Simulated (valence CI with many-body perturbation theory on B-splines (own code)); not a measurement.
**Questions on Tm LV**

Method: relativistic CI+MBPT: five valence electrons over a frozen Dirac-Fock core [Ne], a basis of 9 s, 9 p, 8 d, 6 f, 3 g, 1 h functions for each j, with the one-electron correlation potential Σ1 (screened to all orders), the two-electron term Σ2, the three-electron term Σ3, Breit, model QED; selected single and double excitations, second order for the rest (own B-spline code, finite nucleus).

The last digits are not significant, and no measured levels were compared; by estimate large intervals hold to a few tenths of a per cent, small ones and those within an open d or f shell to about a per cent. Among the levels kept, up to 580 cm⁻¹ of a level comes from second order outside the variational space, and about a tenth of that is noise between levels of different J, which matters for small intervals.

Levels are named by their leading jj configuration (3d3/2^4 stands for four electrons in 3d with j = 3/2), which in mixed levels can hold well under half, so a name can repeat and another be missing.

Rates and lifetimes use the calculated energies. Strong lines usually hold to 10 to 20 %, long lifetimes can be off by a factor of two.

(1) What is the ground level?

(2) How well does LS coupling describe the low levels?

(3) Where does the other parity begin?

(4) Among levels below 54.547 Ry, which E1 lines absorb most strongly from the ground level?

(5) Name the longest-lived excited levels whose lifetime is computed, and their main decay.

Results:

(1) (3s^2 3p1/2^2 3p3/2) J=3/2, composition 47 % 3s2 3p3 2P° + 27 % 3s2 3p3 2D° + 25 % 3s2 3p3 4S°, g = 1.350.

(2) Among the lowest 20 levels the leading LS term, summed over configurations, holds 54 % on average. For single configurations the figures are 52 % in LS and 94 % in jj coupling. Terms mix most in the J = 5/2 level at 20.553 Ry, where the leading one holds 32 %.

(3) At (3s^2 3p1/2^2 3d3/2) J=3/2, 15.419 Ry.

(4) to (3s^2 3p1/2 3p3/2 3d3/2) J=3/2 at 2.497 nm, f = 0.325; to (3s^2 3p1/2 3p3/2 3d3/2) J=5/2 at 2.543 nm, f = 0.280; to (3s^2 3p1/2 3p3/2 3d3/2) J=1/2 at 2.498 nm, f = 0.116.

(5) (3s^2 3p1/2 3p3/2 3d5/2) J=9/2 at 38.228 Ry lives 473 ns, mostly by M1 to (3s^2 3p1/2 3p3/2 3d3/2) J=7/2; (3s^2 3p1/2 3p3/2^2) J=5/2 at 18.566 Ry lives 33.9 ns, mostly by M1 to (3s^2 3p1/2^2 3p3/2) J=3/2; (3s^2 3p1/2 3p3/2^2) J=1/2 at 19.594 Ry lives 11.7 ns, mostly by M1 to (3s^2 3p1/2^2 3p3/2) J=3/2.
